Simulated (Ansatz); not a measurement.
Molecule: sum formula TiO3H3 (charge +1, singlet). The spin state was set by rule; other spins were not relaxed. 
Coordinates optimised at B3LYP-D3(BJ)/def2-TZVP (Ansatz, an electronic-structure program):
```xyz
7

Ti     0.0778     0.1741     0.1081
O      1.4452    -0.2871    -0.8627
H      2.1619    -0.8828    -1.1215
O     -0.3264    -0.9058     1.4100
H     -0.9456    -1.4061     1.9596
O     -1.2681     0.8589    -0.7546
H     -1.7345     1.1299    -1.5575
```
Charge +1, spin multiplicity 1.

Total electronic energies in hartree. Valence correlation only, unless marked. Spin-orbit coupling is left out. The frozen core is the preceding noble-gas configuration, with the filled d and f shells of earlier blocks. Non-relativistic. Basis-set limits of correlation are two-point, X^-3; Hartree-Fock from the larger set.

The T1 diagnostic of CCSD in the largest basis is 0.027, which is high, so the coupled-cluster rows are less sure than usual.

```tsv
level	program	energy (Eh)
HF/STO-3G	Ansatz	-1063.15458
HF/def2-SVPD	Ansatz	-1074.35419
HF/def2-TZVPP	Ansatz	-1074.73570
revPBE-D3(BJ)/def2-TZVPD	Ansatz + dftd3	-1076.79430
PBE0-D4/def2-TZVPD	Ansatz + dftd4	-1076.49280
HSE06-D3(BJ)/def2-TZVPD	Ansatz + dftd3	-1076.47453
HSE06-D4/def2-TZVPD	Ansatz + dftd4	-1076.47482
LC-wPBE-D3(BJ)/def2-TZVPD	Ansatz + dftd3	-1076.61798
B2GP-PLYP/def2-TZVPD	Ansatz	-1076.41325
B2PLYP-D4/def2-TZVPD	Ansatz + dftd4	-1076.55029
RPA@PBE/def2-TZVPP	Ansatz	-1075.99322
MP2/6-31G	Ansatz	-1074.99680
MP2/def2-TZVPPD	Ansatz	-1075.62137
MP2/def2-QZVPP	Ansatz	-1075.70487
RI-MP2/def2-QZVPP	Ansatz	-1075.70461
RI-MP2/def2-QZVPPD	Ansatz	-1075.70542
RI-MP2/CBS(def2-TZVPPD,def2-QZVPPD)	Ansatz	-1075.7490
SCS-MP2/def2-TZVPP	Ansatz	-1075.58778
CCSD/6-31G	Ansatz	-1074.97756
CCSD/def2-SVP	Ansatz	-1075.02753
CCSD/def2-TZVPPD	Ansatz	-1075.60056
CCSD(T)/6-31G*	Ansatz	-1075.25057
CCSD(T)/CBS(def2-TZVPP,def2-QZVPP)	Ansatz	-1075.7734
```

Totals of different functionals don't rank their quality; only differences between species are comparable.
